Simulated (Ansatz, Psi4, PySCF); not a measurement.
Species: C2H8NSi, net charge 0, doublet state. SMILES: C[Si](C)N
Structure (B3LYP-D3(BJ)/def2-TZVP (Ansatz, a quantum-chemistry and plane-wave program) minimum search):
```xyz
12

C      1.1411    -1.2385     0.5663
Si     0.0289    -0.0867    -0.4296
C     -1.7596    -0.1876     0.1590
N      0.5738     1.5364    -0.1224
H      0.8529    -2.2804     0.4151
H      1.0625    -1.0086     1.6335
H      2.1875    -1.1381     0.2716
H     -2.1661    -1.1865    -0.0087
H     -2.3963     0.5227    -0.3719
H     -1.8172     0.0347     1.2292
H      1.5546     1.7567    -0.2166
H      0.0121     2.3156    -0.4331
```
Charge 0, spin multiplicity 2.

Property: size of the dipole moment, in D. Set-up: dispersion terms only where a functional's name holds one; non-relativistic; LANL2DZ with its own core potentials from Na on; spin-orbit terms left out; 6-31G* and kin with 6d, 5d where marked; UHF or UKS for open shells. Ab initio and DFT rows: single points at B3LYP-D3(BJ) geometries (Ansatz).

```json
[
 {"level": "PBE/LANL2DZ", "program": "Ansatz", "size of the dipole moment (D)": "0.90"},
 {"level": "PBE/6-31G*", "program": "Ansatz", "size of the dipole moment (D)": "1.05"},
 {"level": "BP86/6-31G* (5d)", "program": "PySCF", "size of the dipole moment (D)": "1.06"},
 {"level": "B3LYP/6-31G*", "program": "Ansatz", "size of the dipole moment (D)": "0.95"},
 {"level": "B3LYP/6-31+G*", "program": "Ansatz", "size of the dipole moment (D)": "0.76"},
 {"level": "B3LYP/6-31G**", "program": "Ansatz", "size of the dipole moment (D)": "0.93"},
 {"level": "wB97X-D/6-31G*", "program": "Psi4", "size of the dipole moment (D)": "0.94"}
]
```

No value to compare with is used here. The 7 habitual levels span 0.76 (B3LYP/6-31+G*) to 1.06 D (BP86/6-31G* (5d)).

The levels are drawn from those run, B3LYP/6-31G* more often than the rest, none by its result; left out are runs that failed, that the program found above a lower state of the same kind, or whose <S^2> lies over 0.5 above the pure value.
